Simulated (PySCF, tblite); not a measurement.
Isomers of C7H9OPS, one GFN2-xTB conformer each. Single-point energies are computed at PBE0/pcSseg-1 (PySCF, gas phase, no added dispersion term), electronic only.

```json
{"SMILES": "C=C(C)[P@@H](=O)c1cccs1", "GFN2-xTB relative energy (kJ/mol)": "39.1"}
{"SMILES": "C#C[P@](=S)(C(C)=O)C1CC1", "GFN2-xTB relative energy (kJ/mol)": "283.8"}
{"SMILES": "C=C[P@@](C)(=S)c1ccoc1", "GFN2-xTB relative energy (kJ/mol)": "105.6"}
{"SMILES": "C[C@@H]1C[P@@]1(=S)c1ccco1", "GFN2-xTB relative energy (kJ/mol)": "119.4"}
{"SMILES": "O=P1(c2cccs2)CCC1", "GFN2-xTB relative energy (kJ/mol)": "0.0"}
```

Conformers: `[CH2:1]=[C:2]([CH3:3])[P@@H:4](=[O:5])[c:6]1[cH:7][cH:8][cH:9][s:10]1` with C1–C2–P4–O5 -16°, C2–P4–C6–C7 -120°; `[CH:1]#[C:2][P@:3](=[S:4])([C:5]([CH3:6])=[O:7])[CH:8]1[CH2:9][CH2:10]1` with C2–P3–C5–C6 65°, C2–P3–C8–C9 -90°; `[CH2:1]=[CH:2][P@@:3]([CH3:4])(=[S:5])[c:6]1[cH:7][cH:8][o:9][cH:10]1` with C1–C2–P3–C4 -19°, C2–P3–C6–C7 48°; `[CH3:1][C@@H:2]1[CH2:3][P@@:4]1(=[S:5])[c:6]1[cH:7][cH:8][cH:9][o:10]1` with C3–P4–C6–C7 -159°; `[O:1]=[P:2]1([c:3]2[cH:4][cH:5][cH:6][s:7]2)[CH2:8][CH2:9][CH2:10]1` with O1–P2–C3–C4 0°, O1–P2–C8–C9 134°, P2–C8–C9–C10 -17°, C8–C9–C10–P2 17°, O1–P2–C10–C9 -134°.

Task: What does PBE0/pcSseg-1 give for the same structures?

Result: 
```
                    SMILES  PBE0/pcSseg-1 E (Eh)  PBE0/pcSseg-1 (kJ/mol)  GFN2-xTB (kJ/mol)  point group
         O=P1(c2cccs2)CCC1           -1086.18285                     0.0                0.0           Cs
    C=C[P@@](C)(=S)c1ccoc1           -1086.16479                    47.4              105.6           C1
   C=C(C)[P@@H](=O)c1cccs1           -1086.16274                    52.8               39.1           C1
C[C@@H]1C[P@@]1(=S)c1ccco1           -1086.15157                    82.1              119.4           C1
  C#C[P@](=S)(C(C)=O)C1CC1           -1086.09832                   221.9              283.8           C1
```

Both levels put the same isomer lowest; measured from each level's own lowest isomer, the values differ by up to 61.9 kJ/mol (C#C[P@](=S)(C(C)=O)C1CC1: 283.8 against 221.9). As drawn, the lowest has an aromatic ring, a four-membered ring and a P=O bond, which the highest lacks; the highest has a three-membered ring, a C=O bond and a C≡C bond, which the lowest lacks. Neighbours under 10 kJ/mol apart (C=C[P@@](C)(=S)c1ccoc1 and C=C(C)[P@@H](=O)c1cccs1) can change places with a better method, another conformer or zero-point energy.

Task: Which frontier levels, dipoles and rotational constants go with these structures?

Result: 
| SMILES | HOMO (eV, PBE0/pcSseg-1) | LUMO (eV) | dipole (D) | A, B, C (MHz) |
| --- | --- | --- | --- | --- |
| O=P1(c2cccs2)CCC1 | -7.30 | -1.19 | 3.70 | 1903, 809.6, 632.5 |
| C=C[P@@](C)(=S)c1ccoc1 | -6.41 | -0.88 | 4.91 | 1492, 744.1, 595.3 |
| C=C(C)[P@@H](=O)c1cccs1 | -7.29 | -1.21 | 3.76 | 1717, 739.0, 593.0 |
| C[C@@H]1C[P@@]1(=S)c1ccco1 | -6.29 | -0.88 | 4.25 | 1690, 732.3, 560.1 |
| C#C[P@](=S)(C(C)=O)C1CC1 | -6.67 | -1.72 | 3.28 | 1121, 869.0, 773.5 |

Task: What happens when harmonic zero-point energies from GFN2-xTB frequencies are added?

Result: 
```tsv
SMILES	ZPE (kJ/mol)	electronic (kJ/mol)	with ZPE (kJ/mol)
O=P1(c2cccs2)CCC1	373.6	0.0	0.0
C=C[P@@](C)(=S)c1ccoc1	366.0	47.4	39.8
C=C(C)[P@@H](=O)c1cccs1	363.8	52.8	42.9
C[C@@H]1C[P@@]1(=S)c1ccco1	372.5	82.1	81.0
C#C[P@](=S)(C(C)=O)C1CC1	360.7	221.9	209.0
```

The zero-point energies span 12.9 kJ/mol. The order is unchanged.
